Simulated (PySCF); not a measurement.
## Radial density of As⁺ (arsenic, charge +1)

PBE, [Ar] 3d10 4s2 4p2, high-spin 3P determinant. Calculation: PySCF 2.14, in cc-pVTZ-DK; scalar relativity by spin-free X2C-1e.

```
r (bohr)  4πr²ρ (e/bohr)  4πr²(ρα − ρβ)
0.000740          0.2944         0.0000
 0.00124          0.7266         0.0000
 0.00209           1.757        -0.0001
 0.00352           4.108        -0.0001
 0.00592           9.101        -0.0003
 0.00996           18.32        -0.0004
  0.0168           31.23         0.0002
  0.0282           40.45         0.0048
  0.0474           36.49         0.0219
  0.0798           34.29         0.0553
   0.134           47.38         0.0480
   0.226           32.85        -0.0148
   0.380           26.86         0.1140
   0.638           25.96         0.0361
    1.07           6.931         0.2592
    1.81           2.669         1.0516
    3.04          0.7250         0.4830
    5.11         0.03166         0.0274
    8.60       6.824e-05         0.0001
```

Densities and radii are taken from the X2C orbitals without a picture-change correction, which distorts them close to the nucleus.

(1) Where is the radial spin density 4πr²(ρα − ρβ) most negative, and why is it negative at all?

Answers

(1) Around r = 0.226 bohr, down to -0.0148 e/bohr: exchange with the open shell polarises the paired shells in an unrestricted calculation.
